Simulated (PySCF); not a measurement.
# Telling isomers of C₈H₉N apart by NMR

- PBE0-D3(BJ)/def2-SVP geometry
- NMR shieldings at PBE0/pcSseg-1/GIAO
- code: PySCF 2.14.0 with density-fitted response routines
- gas phase, equivalent nuclei averaged, a single conformation, relativity neglected

Scale: 1H and 13C against TMS (reference shieldings calculated alike). Where no couplings were computed, multiplicities follow the n + 1 count of equivalent neighbours, and m marks all less simple cases (inequivalent or close neighbours, rings, F or P nearby). Shifts are as computed. Against solution values, carbons near 30 ppm lie about +2 ppm off and those near 130 ppm about +5 ppm. Of 1211 compounds with measured shifts, 218 miss one by over three times the rms of a fit or turn the order of signals round; such compounds aren't used in these exercises.

(1) Tabulate the signals of `c1ccc(N2CC2)cc1`, `C=C(C)c1ccncc1` and their relative energies.

(2) What is the quickest way to tell c1ccc(N2CC2)cc1 from C=C(C)c1ccncc1?

Results:

(1) 
```json
{"SMILES": "c1ccc(N2CC2)cc1", "carbon types": "1×C 5×CH 2×CH2", "δC": "159.4, 134.6, 125.7, 123.9, 27.0", "δH": "7.31 (m, 2H), 6.96 (t, 1H), 6.92 (d, 2H), 1.83 (s, 4H)", "E rel. (kcal/mol)": "12.1"}
{"SMILES": "C=C(C)c1ccncc1", "carbon types": "2×C 4×CH 1×CH2 1×CH3", "δC": "156.0, 151.3, 150.0, 123.8, 123.2, 22.9", "δH": "8.75 (d, 2H), 7.21 (d, 2H), 6.03 (br s, 1H), 5.59 (br s, 1H), 2.16 (s, 3H)", "E rel. (kcal/mol)": "0.0"}
```

Energies are electronic energies at PBE0/pcSseg-1 on these geometries, without zero-point or thermal terms, each for the one conformer computed, which needn't be the lowest.

(2) Count the carbon signals: 5 against 6. The first has an aziridine ring carbon (CH2) at 27.0 ppm, the second a terminal =CH2 carbon at 123.2 ppm. Their most deshielded carbons lie at 159.4 and 156.0 ppm. In the proton spectra the most deshielded non-exchanging signals are 7.31 (m, 2H) and 8.75 (d, 2H).
